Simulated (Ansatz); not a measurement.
# Molecular dynamics of AlH$_{8}$NOSi$_{2}$

The input (input.yaml):

```yaml
crystal:
  periodic: [false, false, false]
  atoms:
    - { symbol: "N", position_ang: [-0.926905, -0.164598, 2.820829] }
    - { symbol: Al, position_ang: [-0.12709, -1.377018, 1.784116] }
    - { symbol: O, position_ang: [0.297389, -0.9614, 0.196406] }
    - { symbol: Si, position_ang: [0.742681, -0.615604, -1.382805] }
    - { symbol: Si, position_ang: [0.082489, 1.589912, -1.956236] }
    - { symbol: H, position_ang: [-1.154527, 0.765509, 2.54431] }
    - { symbol: H, position_ang: [-1.205027, -0.337952, 3.762255] }
    - { symbol: H, position_ang: [0.172274, -2.824406, 2.367397] }
    - { symbol: H, position_ang: [0.097731, -1.590243, -2.316148] }
    - { symbol: H, position_ang: [2.224609, -0.751122, -1.532798] }
    - { symbol: H, position_ang: [-1.397139, 1.755191, -1.825891] }
    - { symbol: H, position_ang: [0.749338, 2.594997, -1.073765] }
    - { symbol: H, position_ang: [0.464678, 1.882035, -3.372769] }
basis:
  gaussian: { orbitals: "6-31G" }
hamiltonian:
  xc: hf
md:
  timestep: 1.0
  n_steps: 250
  ensemble: nve
  temperature: 300.0
  initial_velocities: maxwell_boltzmann
  seed: 308832
  masses: [{ species: H, mass: 2.014 }]
scf:
  lower_state_search: "off"
```

Launched with:

```bash
$ ansatz run input.yaml --threads 1 --pin off --max-ram 2048MiB --backend cpu --events-out ev --progress --plain --runs-dir out
```

It starts from a relaxed structure.

Output, in part (one step line in 3, the closing report, with atoms numbered from 0):

```
md step     0: t =     0.00 fs  T =   300.0 K  F+E_penalty+E_count = -25950.84900162 eV  E_kin = 0.426558 eV  conserved = -25950.42244363 eV  (25 SCF iters)
md step     3: t =     3.00 fs  T =   241.4 K  F+E_penalty+E_count = -25950.76310817 eV  E_kin = 0.343276 eV  conserved = -25950.41983216 eV  (28 SCF iters)
md step     6: t =     6.00 fs  T =   197.5 K  F+E_penalty+E_count = -25950.70160327 eV  E_kin = 0.280836 eV  conserved = -25950.42076771 eV  (28 SCF iters)
md step     9: t =     9.00 fs  T =   166.4 K  F+E_penalty+E_count = -25950.65655225 eV  E_kin = 0.236636 eV  conserved = -25950.41991620 eV  (28 SCF iters)
md step    12: t =    12.00 fs  T =   163.5 K  F+E_penalty+E_count = -25950.65409487 eV  E_kin = 0.232473 eV  conserved = -25950.42162215 eV  (27 SCF iters)
md step    15: t =    15.00 fs  T =   118.0 K  F+E_penalty+E_count = -25950.58685158 eV  E_kin = 0.167780 eV  conserved = -25950.41907201 eV  (28 SCF iters)
md step    18: t =    18.00 fs  T =   156.2 K  F+E_penalty+E_count = -25950.64326385 eV  E_kin = 0.222109 eV  conserved = -25950.42115494 eV  (27 SCF iters)
md step    21: t =    21.00 fs  T =   179.8 K  F+E_penalty+E_count = -25950.67602458 eV  E_kin = 0.255588 eV  conserved = -25950.42043683 eV  (28 SCF iters)
md step    24: t =    24.00 fs  T =   190.6 K  F+E_penalty+E_count = -25950.69237298 eV  E_kin = 0.271065 eV  conserved = -25950.42130805 eV  (27 SCF iters)
md step    27: t =    27.00 fs  T =   172.7 K  F+E_penalty+E_count = -25950.66503110 eV  E_kin = 0.245504 eV  conserved = -25950.41952689 eV  (28 SCF iters)
md step    30: t =    30.00 fs  T =   200.2 K  F+E_penalty+E_count = -25950.70631459 eV  E_kin = 0.284631 eV  conserved = -25950.42168394 eV  (27 SCF iters)
md step    33: t =    33.00 fs  T =   167.4 K  F+E_penalty+E_count = -25950.65807451 eV  E_kin = 0.238007 eV  conserved = -25950.42006716 eV  (28 SCF iters)
md step    36: t =    36.00 fs  T =   153.7 K  F+E_penalty+E_count = -25950.63918324 eV  E_kin = 0.218537 eV  conserved = -25950.42064622 eV  (27 SCF iters)
md step    39: t =    39.00 fs  T =   167.9 K  F+E_penalty+E_count = -25950.65855541 eV  E_kin = 0.238786 eV  conserved = -25950.41976972 eV  (28 SCF iters)
md step    42: t =    42.00 fs  T =   217.7 K  F+E_penalty+E_count = -25950.73142923 eV  E_kin = 0.309522 eV  conserved = -25950.42190731 eV  (28 SCF iters)
md step    45: t =    45.00 fs  T =   190.8 K  F+E_penalty+E_count = -25950.69102843 eV  E_kin = 0.271244 eV  conserved = -25950.41978448 eV  (28 SCF iters)
md step    48: t =    48.00 fs  T =   196.1 K  F+E_penalty+E_count = -25950.69993541 eV  E_kin = 0.278835 eV  conserved = -25950.42110047 eV  (27 SCF iters)
md step    51: t =    51.00 fs  T =   186.5 K  F+E_penalty+E_count = -25950.68538220 eV  E_kin = 0.265228 eV  conserved = -25950.42015448 eV  (28 SCF iters)
md step    54: t =    54.00 fs  T =   177.7 K  F+E_penalty+E_count = -25950.67397253 eV  E_kin = 0.252598 eV  conserved = -25950.42137487 eV  (28 SCF iters)
md step    57: t =    57.00 fs  T =   136.2 K  F+E_penalty+E_count = -25950.61297395 eV  E_kin = 0.193630 eV  conserved = -25950.41934413 eV  (28 SCF iters)
md step    60: t =    60.00 fs  T =   165.9 K  F+E_penalty+E_count = -25950.65731562 eV  E_kin = 0.235911 eV  conserved = -25950.42140506 eV  (27 SCF iters)
md step    63: t =    63.00 fs  T =   162.8 K  F+E_penalty+E_count = -25950.65161055 eV  E_kin = 0.231539 eV  conserved = -25950.42007141 eV  (27 SCF iters)
md step    66: t =    66.00 fs  T =   171.1 K  F+E_penalty+E_count = -25950.66418191 eV  E_kin = 0.243317 eV  conserved = -25950.42086491 eV  (27 SCF iters)
md step    69: t =    69.00 fs  T =   182.2 K  F+E_penalty+E_count = -25950.67889274 eV  E_kin = 0.259036 eV  conserved = -25950.41985640 eV  (28 SCF iters)
md step    72: t =    72.00 fs  T =   222.2 K  F+E_penalty+E_count = -25950.73779009 eV  E_kin = 0.315893 eV  conserved = -25950.42189696 eV  (27 SCF iters)
md step    75: t =    75.00 fs  T =   182.9 K  F+E_penalty+E_count = -25950.67993350 eV  E_kin = 0.260073 eV  conserved = -25950.41986077 eV  (27 SCF iters)
md step    78: t =    78.00 fs  T =   166.5 K  F+E_penalty+E_count = -25950.65746910 eV  E_kin = 0.236722 eV  conserved = -25950.42074705 eV  (27 SCF iters)
md step    81: t =    81.00 fs  T =   165.3 K  F+E_penalty+E_count = -25950.65499291 eV  E_kin = 0.235038 eV  conserved = -25950.41995451 eV  (28 SCF iters)
md step    84: t =    84.00 fs  T =   191.3 K  F+E_penalty+E_count = -25950.69345213 eV  E_kin = 0.271953 eV  conserved = -25950.42149893 eV  (27 SCF iters)
md step    87: t =    87.00 fs  T =   172.1 K  F+E_penalty+E_count = -25950.66423265 eV  E_kin = 0.244732 eV  conserved = -25950.41950057 eV  (28 SCF iters)
md step    90: t =    90.00 fs  T =   201.0 K  F+E_penalty+E_count = -25950.70708295 eV  E_kin = 0.285822 eV  conserved = -25950.42126133 eV  (28 SCF iters)
md step    93: t =    93.00 fs  T =   202.0 K  F+E_penalty+E_count = -25950.70745270 eV  E_kin = 0.287179 eV  conserved = -25950.42027321 eV  (28 SCF iters)
md step    96: t =    96.00 fs  T =   200.7 K  F+E_penalty+E_count = -25950.70661764 eV  E_kin = 0.285381 eV  conserved = -25950.42123617 eV  (28 SCF iters)
md step    99: t =    99.00 fs  T =   170.3 K  F+E_penalty+E_count = -25950.66172246 eV  E_kin = 0.242162 eV  conserved = -25950.41956075 eV  (28 SCF iters)
md step   102: t =   102.00 fs  T =   182.2 K  F+E_penalty+E_count = -25950.68071160 eV  E_kin = 0.259131 eV  conserved = -25950.42158066 eV  (27 SCF iters)
md step   105: t =   105.00 fs  T =   146.8 K  F+E_penalty+E_count = -25950.62853136 eV  E_kin = 0.208745 eV  conserved = -25950.41978595 eV  (28 SCF iters)
md step   108: t =   108.00 fs  T =   150.8 K  F+E_penalty+E_count = -25950.63513904 eV  E_kin = 0.214414 eV  conserved = -25950.42072496 eV  (28 SCF iters)
md step   111: t =   111.00 fs  T =   168.9 K  F+E_penalty+E_count = -25950.65991943 eV  E_kin = 0.240135 eV  conserved = -25950.41978411 eV  (28 SCF iters)
md step   114: t =   114.00 fs  T =   211.2 K  F+E_penalty+E_count = -25950.72214488 eV  E_kin = 0.300302 eV  conserved = -25950.42184305 eV  (28 SCF iters)
md step   117: t =   117.00 fs  T =   183.4 K  F+E_penalty+E_count = -25950.68054031 eV  E_kin = 0.260726 eV  conserved = -25950.41981475 eV  (28 SCF iters)
md step   120: t =   120.00 fs  T =   185.5 K  F+E_penalty+E_count = -25950.68488662 eV  E_kin = 0.263736 eV  conserved = -25950.42115074 eV  (27 SCF iters)
md step   123: t =   123.00 fs  T =   168.2 K  F+E_penalty+E_count = -25950.65899634 eV  E_kin = 0.239133 eV  conserved = -25950.41986313 eV  (28 SCF iters)
md step   126: t =   126.00 fs  T =   168.2 K  F+E_penalty+E_count = -25950.66043737 eV  E_kin = 0.239121 eV  conserved = -25950.42131634 eV  (27 SCF iters)
md step   129: t =   129.00 fs  T =   143.6 K  F+E_penalty+E_count = -25950.62361229 eV  E_kin = 0.204166 eV  conserved = -25950.41944668 eV  (28 SCF iters)
md step   132: t =   132.00 fs  T =   179.8 K  F+E_penalty+E_count = -25950.67700906 eV  E_kin = 0.255609 eV  conserved = -25950.42140056 eV  (27 SCF iters)
md step   135: t =   135.00 fs  T =   183.7 K  F+E_penalty+E_count = -25950.68104750 eV  E_kin = 0.261200 eV  conserved = -25950.41984795 eV  (28 SCF iters)
md step   138: t =   138.00 fs  T =   203.3 K  F+E_penalty+E_count = -25950.71039429 eV  E_kin = 0.289046 eV  conserved = -25950.42134788 eV  (28 SCF iters)
md step   141: t =   141.00 fs  T =   188.5 K  F+E_penalty+E_count = -25950.68800011 eV  E_kin = 0.268011 eV  conserved = -25950.41998934 eV  (28 SCF iters)
md step   144: t =   144.00 fs  T =   188.2 K  F+E_penalty+E_count = -25950.68930572 eV  E_kin = 0.267611 eV  conserved = -25950.42169458 eV  (27 SCF iters)
md step   147: t =   147.00 fs  T =   130.0 K  F+E_penalty+E_count = -25950.60435559 eV  E_kin = 0.184909 eV  conserved = -25950.41944611 eV  (28 SCF iters)
md step   150: t =   150.00 fs  T =   123.6 K  F+E_penalty+E_count = -25950.59656792 eV  E_kin = 0.175732 eV  conserved = -25950.42083568 eV  (27 SCF iters)
md step   153: t =   153.00 fs  T =   126.0 K  F+E_penalty+E_count = -25950.59900863 eV  E_kin = 0.179140 eV  conserved = -25950.41986855 eV  (28 SCF iters)
md step   156: t =   156.00 fs  T =   159.6 K  F+E_penalty+E_count = -25950.64825208 eV  E_kin = 0.226870 eV  conserved = -25950.42138179 eV  (27 SCF iters)
md step   159: t =   159.00 fs  T =   158.8 K  F+E_penalty+E_count = -25950.64545505 eV  E_kin = 0.225833 eV  conserved = -25950.41962162 eV  (28 SCF iters)
md step   162: t =   162.00 fs  T =   194.5 K  F+E_penalty+E_count = -25950.69800169 eV  E_kin = 0.276490 eV  conserved = -25950.42151157 eV  (27 SCF iters)
md step   165: t =   165.00 fs  T =   182.0 K  F+E_penalty+E_count = -25950.67882926 eV  E_kin = 0.258718 eV  conserved = -25950.42011151 eV  (28 SCF iters)
md step   168: t =   168.00 fs  T =   179.1 K  F+E_penalty+E_count = -25950.67575034 eV  E_kin = 0.254679 eV  conserved = -25950.42107128 eV  (27 SCF iters)
md step   171: t =   171.00 fs  T =   163.5 K  F+E_penalty+E_count = -25950.65215501 eV  E_kin = 0.232454 eV  conserved = -25950.41970130 eV  (28 SCF iters)
md step   174: t =   174.00 fs  T =   183.7 K  F+E_penalty+E_count = -25950.68271380 eV  E_kin = 0.261266 eV  conserved = -25950.42144754 eV  (27 SCF iters)
md step   177: t =   177.00 fs  T =   163.6 K  F+E_penalty+E_count = -25950.65242813 eV  E_kin = 0.232673 eV  conserved = -25950.41975482 eV  (28 SCF iters)
md step   180: t =   180.00 fs  T =   183.3 K  F+E_penalty+E_count = -25950.68161383 eV  E_kin = 0.260590 eV  conserved = -25950.42102365 eV  (28 SCF iters)
md step   183: t =   183.00 fs  T =   192.0 K  F+E_penalty+E_count = -25950.69313274 eV  E_kin = 0.272934 eV  conserved = -25950.42019877 eV  (28 SCF iters)
md step   186: t =   186.00 fs  T =   199.3 K  F+E_penalty+E_count = -25950.70485997 eV  E_kin = 0.283352 eV  conserved = -25950.42150833 eV  (28 SCF iters)
md step   189: t =   189.00 fs  T =   155.5 K  F+E_penalty+E_count = -25950.64073670 eV  E_kin = 0.221098 eV  conserved = -25950.41963891 eV  (28 SCF iters)
md step   192: t =   192.00 fs  T =   160.7 K  F+E_penalty+E_count = -25950.64943258 eV  E_kin = 0.228560 eV  conserved = -25950.42087276 eV  (28 SCF iters)
md step   195: t =   195.00 fs  T =   163.6 K  F+E_penalty+E_count = -25950.65275196 eV  E_kin = 0.232626 eV  conserved = -25950.42012614 eV  (28 SCF iters)
md step   198: t =   198.00 fs  T =   178.3 K  F+E_penalty+E_count = -25950.67470102 eV  E_kin = 0.253519 eV  conserved = -25950.42118181 eV  (28 SCF iters)
md step   201: t =   201.00 fs  T =   168.3 K  F+E_penalty+E_count = -25950.65912949 eV  E_kin = 0.239230 eV  conserved = -25950.41989981 eV  (28 SCF iters)
md step   204: t =   204.00 fs  T =   187.3 K  F+E_penalty+E_count = -25950.68766966 eV  E_kin = 0.266304 eV  conserved = -25950.42136571 eV  (27 SCF iters)
md step   207: t =   207.00 fs  T =   163.1 K  F+E_penalty+E_count = -25950.65197239 eV  E_kin = 0.231914 eV  conserved = -25950.42005790 eV  (28 SCF iters)
md step   210: t =   210.00 fs  T =   153.4 K  F+E_penalty+E_count = -25950.63907666 eV  E_kin = 0.218069 eV  conserved = -25950.42100727 eV  (27 SCF iters)
md step   213: t =   213.00 fs  T =   136.5 K  F+E_penalty+E_count = -25950.61393497 eV  E_kin = 0.194058 eV  conserved = -25950.41987679 eV  (28 SCF iters)
md step   216: t =   216.00 fs  T =   151.2 K  F+E_penalty+E_count = -25950.63630008 eV  E_kin = 0.215042 eV  conserved = -25950.42125812 eV  (27 SCF iters)
md step   219: t =   219.00 fs  T =   136.9 K  F+E_penalty+E_count = -25950.61428535 eV  E_kin = 0.194708 eV  conserved = -25950.41957754 eV  (28 SCF iters)
md step   222: t =   222.00 fs  T =   172.6 K  F+E_penalty+E_count = -25950.66659298 eV  E_kin = 0.245393 eV  conserved = -25950.42119957 eV  (27 SCF iters)
md step   225: t =   225.00 fs  T =   192.8 K  F+E_penalty+E_count = -25950.69430247 eV  E_kin = 0.274124 eV  conserved = -25950.42017802 eV  (28 SCF iters)
md step   228: t =   228.00 fs  T =   215.7 K  F+E_penalty+E_count = -25950.72828205 eV  E_kin = 0.306710 eV  conserved = -25950.42157181 eV  (27 SCF iters)
md step   231: t =   231.00 fs  T =   182.4 K  F+E_penalty+E_count = -25950.67902755 eV  E_kin = 0.259371 eV  conserved = -25950.41965652 eV  (28 SCF iters)
md step   234: t =   234.00 fs  T =   181.1 K  F+E_penalty+E_count = -25950.67887511 eV  E_kin = 0.257448 eV  conserved = -25950.42142703 eV  (28 SCF iters)
md step   237: t =   237.00 fs  T =   148.2 K  F+E_penalty+E_count = -25950.63059031 eV  E_kin = 0.210725 eV  conserved = -25950.41986556 eV  (28 SCF iters)
md step   240: t =   240.00 fs  T =   147.9 K  F+E_penalty+E_count = -25950.63134229 eV  E_kin = 0.210246 eV  conserved = -25950.42109634 eV  (28 SCF iters)
md step   243: t =   243.00 fs  T =   136.5 K  F+E_penalty+E_count = -25950.61361177 eV  E_kin = 0.194021 eV  conserved = -25950.41959046 eV  (28 SCF iters)
md step   246: t =   246.00 fs  T =   164.2 K  F+E_penalty+E_count = -25950.65505260 eV  E_kin = 0.233506 eV  conserved = -25950.42154686 eV  (27 SCF iters)
md step   249: t =   249.00 fs  T =   150.2 K  F+E_penalty+E_count = -25950.63339146 eV  E_kin = 0.213582 eV  conserved = -25950.41980935 eV  (28 SCF iters)
md step   250: t =   250.00 fs  T =   152.5 K  F+E_penalty+E_count = -25950.63668194 eV  E_kin = 0.216797 eV  conserved = -25950.41988534 eV  (28 SCF iters)
Total energy: -25950.63668194 eV, -953.6683080881 hartree
Atom 0 at    -1.399990    -1.116745     2.695315 Å, force    -0.736619    -0.211865     0.021623 eV/Å
Atom 1 at     0.195320    -0.816492     1.909185 Å, force     0.074161    -0.556535    -0.214229 eV/Å
Atom 2 at     0.304792    -0.731180     0.204274 Å, force     0.029935    -0.283841     1.383855 eV/Å
Atom 3 at     0.245593    -0.687156    -1.449033 Å, force    -0.446628    -0.289468    -0.619491 eV/Å
Atom 4 at     0.528753     1.564104    -1.941593 Å, force    -1.123068     0.692099    -0.243611 eV/Å
Atom 5 at    -2.283286    -1.345135     2.227233 Å, force     1.194291     0.420653     0.538969 eV/Å
Atom 6 at    -1.514213    -1.138542     3.700297 Å, force     0.035983     0.002930    -0.677301 eV/Å
Atom 7 at     1.569070    -0.865690     2.763823 Å, force    -0.417292     0.214171    -0.112566 eV/Å
Atom 8 at    -1.098238    -1.241293    -1.888773 Å, force     0.363967     0.205939    -0.034061 eV/Å
Atom 9 at     1.307026    -1.487815    -2.142606 Å, force    -0.029605    -0.078217     0.217880 eV/Å
Atom 10 at    -0.549418     2.403363    -1.226526 Å, force     0.692918    -0.383355    -0.150801 eV/Å
Atom 11 at     1.893329     2.038033    -1.640369 Å, force     0.233868     0.151653     0.166471 eV/Å
Atom 12 at     0.248487     1.772566    -3.386271 Å, force     0.128089     0.115834    -0.276737 eV/Å
Dipole moment:    -0.167482    -0.063945     0.147229 e Å
```

The run went to its last step. The conserved energy stayed within 0.26 meV per atom of its start (net change 0.2 meV per atom), so the integration is sound. Over the second half the temperature averaged 0.56 of the 300 K drawn at the start: a run that starts near a minimum puts about half its kinetic energy into the potential. A run of 0.25 ps of so small a system gives no equilibrium averages. Limits of this set-up: no polarisation functions.

The same pairs are bonded in the first frame and the last. Pairs count as bonded within 1.25 times the sum of covalent radii (0.12 Å more for H–H).

Last frame:

```xyz
13
Properties=species:S:1:pos:R:3
N -1.400 -1.117 2.695
Al 0.195 -0.817 1.909
O 0.305 -0.731 0.204
Si 0.246 -0.687 -1.449
Si 0.529 1.564 -1.942
H -2.283 -1.345 2.227
H -1.514 -1.139 3.700
H 1.569 -0.866 2.764
H -1.098 -1.241 -1.889
H 1.307 -1.488 -2.143
H -0.549 2.403 -1.226
H 1.893 2.038 -1.640
H 0.248 1.773 -3.386
```

The run took 5.6 min on 1 thread of Intel(R) Xeon(R) 6975P-C (Granite Rapids), with other jobs on the host, peak memory 0.16 GiB.
